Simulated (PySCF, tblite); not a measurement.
C5H8AlBCl2.
Numbering: `[Cl:1][B:2]([Cl:3])[C@@H:4]1[CH:5]=[CH:6][CH2:7][CH2:8][AlH:9]1` (hydrogens: H10 on C4; H11 on C5; H12 on C6; H13, H14 on C7; H15, H16 on C8; H17 on Al9)

Jobs on this species (17 atoms, 90 electrons) with PySCF (density fitting) and tblite. Hardware of each: an AMD EPYC with one thread, on a shared host. The host was shared with other jobs, so the times are rough.

Problem. Rank these jobs by wall time, shortest first.
A. GFN2-xTB; L-BFGS relaxation
B. PBE0/pcSseg-1; shieldings, ring-centre shieldings, charges and field gradients; 214 basis functions
C. GFN2-xTB; Hessian by finite differences

Solution. C (2.5 s), A (4.5 s), B (87 s).

All jobs:

| level and settings | work | basis functions | SCF cycles | wall time |
| --- | --- | --- | --- | --- |
| GFN2-xTB | Hessian by finite differences | – | – | 2.5 s |
| GFN2-xTB | L-BFGS relaxation | – | – | 4.5 s |
| PBE0/pcSseg-1 | shieldings, ring-centre shieldings, charges and field gradients | 214 | 14 | 87 s |

Problem. What do all jobs in the table cost together?

Solution. About 94 s; the longest takes about 93 % of that, and about 35 times as long as the shortest.
